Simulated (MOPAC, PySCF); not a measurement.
[4]prismane cage Ge8H8 `[GeH]12[GeH]3[GeH]4[GeH]1[GeH]1[GeH]2[GeH]3[GeH]41`, neutral singlet in the gas phase. The geometry has Oh symmetry (within 0.05 Å) and had no frequency check at the DFT level, so a distortion to lower symmetry isn't ruled out.

Cartesian coordinates (Å):
```xyz
16

Ge     0.0051     1.7721     1.2525
Ge     1.7732    -0.0037     1.2518
Ge    -0.0024    -1.7718     1.2529
Ge    -1.7704     0.0038     1.2547
Ge    -1.7732    -0.0024    -1.2509
Ge    -0.0032     1.7712    -1.2533
Ge     1.7709     0.0018    -1.2541
Ge     0.0009    -1.7720    -1.2529
H      0.0117     3.0446     2.1520
H      3.0455    -0.0081     2.1515
H     -0.0075    -3.0440     2.1528
H     -3.0419     0.0089     2.1556
H     -3.0465    -0.0071    -2.1494
H     -0.0075     3.0430    -2.1539
H      3.0424     0.0067    -2.1552
H      0.0027    -3.0432    -2.1542
```
Charge 0, multiplicity 1.

All levels are single points at this geometry (PBE-D3(BJ)/def2-SVP); Pople sets use spherical d functions. Orbital energies aren't observables, and empty levels follow the basis.

| level | HOMO (eV) | LUMO (eV) | gap (eV) | dipole (D) | vertical IE, Delta-SCF (eV) |
|---|---|---|---|---|---|
| ωB97X-D3(BJ)/def2-SVP in PySCF | -8.06 | 0.42 | 8.47 | 0.00 | 7.76 |
| B3LYP/6-31G* in PySCF | -5.78 | -1.60 | 4.19 | 0.00 | 7.33 |
| PBE/6-31G* in PySCF | -5.19 | -2.15 | 3.03 | 0.00 | – |
| AM1 in MOPAC | -9.44 | -2.56 | 6.88 | 0.00 | – |
| PM3 in MOPAC | -10.59 | -4.52 | 6.07 | 0.00 | – |
| PM7 in MOPAC | -9.88 | -4.26 | 5.61 | 0.00 | – |
